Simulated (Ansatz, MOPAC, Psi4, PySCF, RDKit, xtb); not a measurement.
Pair of molecules: NH3 (SMILES N) (first 4 atoms) with PH3 (SMILES P); geometry from B3LYP-D3(BJ)/def2-TZVP, rigid monomers moved along the line of their centres of mass till N1···P5 is 5.80 Å.
(charge 0, multiplicity 1):
```xyz
8

N     -0.06426    -0.11648     0.07645
H     -0.90631    -0.68055     0.07660
H     -0.34211     0.83583    -0.13135
H      0.52022    -0.43874    -0.68638
P     -0.03726     0.86656     5.79423
H      1.20824     1.36669     5.34638
H      0.32169     0.93886     7.16955
H      0.35035    -0.48831     5.66726
```

```tsv
level	interaction energy (meV)	minus CCSD(T)/CBS(aug-cc-pV(D+d)Z, aug-cc-pV(T+d)Z)	cost
MMFF94	-1.0	6.2	-
UFF	-2.8	4.4	-
GFN-FF	-3.2	4.0	-
PM7	-13.7	-6.5	-
GFN2-xTB	-2.6	4.6	-
HF/STO-3G (no counterpoise)	-3.0	4.2	-
HF/3-21G (no counterpoise)	-7.5	-0.3	-
HF/aug-cc-pV(D+d)Z	-5.7	1.5	-
PBE-D3(BJ)/def2-TZVPPD	-7.8	-0.6	×1
PBE-D4/def2-TZVPPD	-7.3	-0.1	×1
BP86/6-31G* (no counterpoise)	-5.7	1.5	-
PBE0/def2-TZVPPD	-5.2	2.0	×1
PBE0-D3(BJ)/def2-TZVPPD	-7.6	-0.4	×1
PBE0-D4/def2-TZVPPD	-7.3	-0.1	×1
M06-2X/6-31G* (no counterpoise)	-6.5	0.7	-
wB97X-V/def2-TZVPPD	-7.1	0.1	×4
MP2/aug-cc-pV(T+d)Z	-7.4	-0.2	-
CCSD(T)/aug-cc-pV(D+d)Z	-7.3	-0.1	×5
CCSD(T)/CBS(aug-cc-pV(D+d)Z, aug-cc-pV(T+d)Z)	-7.2	0.0	×300*
SAPT0/jun-cc-pV(D+d)Z	-7.9	-0.7	-
```

 The comparison column counts from a level with limits of its own.

The rows run from -13.7 (PM7) to -1.0 meV (MMFF94). The dispersion term adds -2.4 in PBE0-D3(BJ), -2.1 in PBE0-D4.

Interaction energies are E(AB) − E(A) − E(B) at the monomers' geometry in the complex; basis-set methods are counterpoise corrected. Rows marked so take none. RDKit's UFF carries no charges.

Cores are frozen in the correlated methods. CBS(a, b) extrapolates the correlation energy as X⁻³ and adds the Hartree–Fock energy of set b. Rows in 3-21G, 6-31G*, STO-3G carry no dispersion term and start afresh at each structure (6-31G* with six Cartesian d functions). The state that PM7 reach isn't checked; PM7 holds dispersion and hydrogen-bond terms.

The values were computed with Ansatz (Gaussian basis) for Hartree–Fock, density functionals and correlated methods; MOPAC for PM7 (differences of heats of formation); Psi4 for SAPT; PySCF for 3-21G rows, 6-31G* rows, STO-3G rows, the dispersion terms; RDKit for the force fields; xtb for the GFN methods. Each number belongs to the level named beside it.

Costs are rough ratios of core time to PBE/def2-TZVPPD (about 4 s over the structures, on one shared machine); a dash marks a level with no comparable run of its own. A star marks coupled-cluster runs past 200 virtual orbitals, where the program's memory plan changes under this machine's limit, so their costs aren't comparable with smaller runs.

Ansatz is an electronic-structure program.
